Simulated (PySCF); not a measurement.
## Electron correlation in Mg (magnesium, neutral)

[Ne] 3s1 3d1, high-spin 3D determinant (an excited configuration). Calculation: PySCF 2.14, in aug-cc-pVQZ-DK (7s6p4d3f2g, 84 functions); scalar relativity by spin-free X2C-1e. Frozen: [Ne]; 2 electrons correlated.

With two correlated electrons CCSD is exact within the correlated space (frozen core and kept virtual orbitals).

| level | correlation energy (mhartree) |
| --- | --- |
| CCSD | -6.68 |

Diagnostics: T1 = 0.0084, D1 = 0.0157, largest double amplitude 0.059.

Q: Is a single reference adequate?

A: Yes: T1 lies below 0.03 and no double amplitude reaches 0.07.
